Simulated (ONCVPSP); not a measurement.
Configuration tests for W (ONCV)

ONCVPSP 4.0.1 input, shortened (lines: element, Z, core and valence counts, functional; n l f; lmax; l rc ep ncon nbas qcut; lloc lpopt rc5 dvloc0; l nproj debl; icmod fcfact rcfact), LDA (Perdew-Wang 92), scalar-relativistic:

```
  W 74.00   10    4  -001012      upf
    1    0    2.00
    2    0    2.00
    2    1    6.00
    3    0    2.00
    3    1    6.00
    3    2   10.00
    4    0    2.00
    4    1    6.00
    4    2   10.00
    4    3   14.00
    5    0    2.00
    5    1    6.00
    5    2    4.00
    6    0    2.00
    3
    0    1.65    0.00    3    7    7.90
    1    2.00    0.00    4    8    5.40
    2    1.60    0.00    4    8    6.90
    3    1.90    0.33    4    8    5.70
    4    4    1.35    0.00
    0    2    1.30
    1    1    0.40
    2    3    3.50
    3    2    2.80
    0    0.00    0.00
```

Energies are relative to the spin-unpolarised reference configuration 5s2 5p6 5d4 6s2; without spin polarisation the order of configurations can differ from experiment.

(1) Give the all-electron excitation energy and the error of the potential for: 5s2 5p6 5d4 6s1; 5s2 5p6 5d4 6s0; 5s2 5p6 5d3 6s0; 5s2 5p6 5d3 6s2.

Note: ghosts flagged at negative energy: f at -25752.7 eV; GHOST(+) flagged for f at 537.1 eV. A true bound ghost makes a file unfit for plane-wave use.

Results:

(1)

```json
{"valence configuration": "5s2 5p6 5d4 6s1", "charge": "+1", "ΔE all-electron (eV)": "9.125", "error AE − PS (meV)": "-2.4"}
{"valence configuration": "5s2 5p6 5d4 6s0", "charge": "+2", "ΔE all-electron (eV)": "25.144", "error AE − PS (meV)": "-4.5"}
{"valence configuration": "5s2 5p6 5d3 6s0", "charge": "+3", "ΔE all-electron (eV)": "50.849", "error AE − PS (meV)": "-9.4"}
{"valence configuration": "5s2 5p6 5d3 6s2", "charge": "+1", "ΔE all-electron (eV)": "9.058", "error AE − PS (meV)": "-0.2"}
```
